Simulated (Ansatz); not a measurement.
System: C$_{5}$H$_{7}$Ge (charge -1, singlet). It need not be the lowest isomer of its formula. Whether it binds its extra electron was not tested at this geometry. SMILES: C1=CC=[C](C1)[GeH2-]
Coordinates optimised at B3LYP-D3(BJ)/def2-TZVP (Ansatz, a first-principles code):
```xyz
13

Ge     1.6716    -0.0692    -0.2933
C     -0.3510    -0.0396     0.0121
C     -1.2669    -0.8706    -0.5422
C     -2.6206    -0.5423    -0.0883
C     -2.5698     0.5057     0.7560
C     -1.1277     0.9170     0.8939
H      2.0054    -0.2062     1.2905
H      1.8054     1.5491    -0.2255
H     -1.0385    -1.6745    -1.2326
H     -3.5216    -1.0651    -0.3921
H     -3.4085     0.9811     1.2485
H     -0.7680     0.8569     1.9274
H     -0.9512     1.9529     0.5813
```
Charge -1, spin multiplicity 1.

Parts of the frozen-core correlation energy in aug-cc-pVTZ (Ansatz, hartree). Frozen orbitals: 19; correlated occupied orbitals by spin: 16 and 16; virtual: 415 and 415. Spin-orbit coupling is left out. Non-relativistic. The restricted reference is unstable.

| term | value |
|---|---|
| reference (HF) | -2268.83051 |
| MP2 opposite-spin | -0.72850 |
| MP2 same-spin | ___ |
| CCSD correlation | ___ |
| (T) | ___ |
| T1 diagnostic | 0.014 |
| largest doubles amplitude | 0.032 |

Fill in the missing entries.


- MP2 same-spin, value: -0.22400
- CCSD correlation, value: -0.99287
- (T), value: -0.05241
